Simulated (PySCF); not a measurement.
Input of a run (PBE0-D3(BJ)/def2-SVP geometry optimisation, gas phase, def2 core potentials past Kr (PySCF 2.14.0)), started from GFN2-xTB:
```
{"job": {"xc": "PBE0", "basis": "def2-SVP", "d3": "d3bj", "grid": 1, "maxiter": 30, "shake": 0.01, "kind": "geom"}, "charge": 0, "multiplicity": 1}
C     -0.834640    -0.076460    -0.045970
Sb     1.167790    -0.140310    -0.785060
H     -1.432140     0.689660    -0.618580
H     -0.831460     0.212850     0.997750
H     -1.333390    -1.022660    -0.194340
H      1.588330     1.306370     0.013450
H      1.709460    -0.998540     0.582820
```

Output (energies in Eh, forces in Eh/bohr):
```
step   0  E = -281.26043533  max force = 0.024129
step   1  E = -281.26214518  max force = 0.004479
step   2  E = -281.26231210  max force = 0.001339
step   3  E = -281.26234173  max force = 0.000908
step   4  E = -281.26234873  max force = 0.000139
optimisation converged
```

Task: Summarise the run.

Result: The energy falls by 1.2 kcal/mol over 5 energy and gradient evaluations, the largest force component goes from 0.0241 to 1.4e-04 Eh/bohr, and the atoms move by 0.059 Å rms after alignment. The bond that changes most is C1–Sb2 (ends: methyl carbon; antimony bonded to C and 2 H), which lengthens by 0.041 Å. Bonds longer at the end by more than 0.005 Å: 5 of 6; shorter: 1. Among the angles that change most is H6–Sb2–H7, from 88.5° to 91.0°. The energy never rose by more than 1e-6 Eh on the way. The first step brought 89 % of the lowering.

Task: What are the final bond lengths?

Result: C1–Sb2 2.177 Å, C1–H3 1.099 Å, C1–H4 1.097 Å, C1–H5 1.099 Å, Sb2–H6 1.719 Å, Sb2–H7 1.719 Å. Numbering counts from 1 in the input's order; the species is `[SbH2][CH3]`.

The run used 65 basis functions and 32 SCF cycles in all.

No frequency check.
